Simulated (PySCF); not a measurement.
How the method changes the constants of ZnO

State: ³Π (triplet), unpaired electrons σ ↑, π ↑. Set-up: basis Zn x2c-SVPall, O x2c-SVPall; spin-free X2C with a Gaussian nucleus; PySCF 2.14. De refers to Zn + O in their high-spin ground configurations, without counterpoise correction. The functionals are run spin-unrestricted. A positive dipole means Zn(−)O(+).

| Level | Re (Å) | ωe (cm⁻¹) | De (eV) | μ (D) |
| --- | --- | --- | --- | --- |
| UHF | 1.875 | 571 | 0.152 | -3.45 |
| UHF-MP2 | 1.865 | 581 | 1.08 | n/a |
| UHF-SCS-MP2 | 1.871 | 575 | 0.93 | n/a |
| PBE | 1.895 | 490 | 1.45 | -2.08 |
| TPSS | 1.890 | 499 | 1.35 | -2.15 |
| r²SCAN | 1.865 | 534 | 1.49 | -2.29 |
| PBE0 | 1.881 | 518 | 1.21 | -2.49 |
| r²SCAN0 | 1.862 | 547 | 1.24 | -2.62 |
| HSE06 | 1.882 | 515 | 1.18 | -2.47 |
| B2PLYP | 1.883 | 532 | 1.06 | -2.83 |

The bond length runs from 1.862 Å (r²SCAN0) to 1.895 Å (PBE). De spans 0.15 eV (UHF, mean field) to 1.49 eV (r²SCAN, meta-GGA).

Correlated steps freeze 6 core orbitals. Correlated levels converge slowly with the basis: in double zeta they bind strong bonds too weakly, by up to about 1 eV, and carry superposition errors of some tenths. B2PLYP dipoles, levels and charges come from its SCF part alone. The state was picked by a PBE0 search and need not be the measured ground state.

The whole job (state search and all levels along the bond) took about 2.1 min on 1 thread of Arm Neoverse V2 (shared host), peak memory 0.67 GiB.
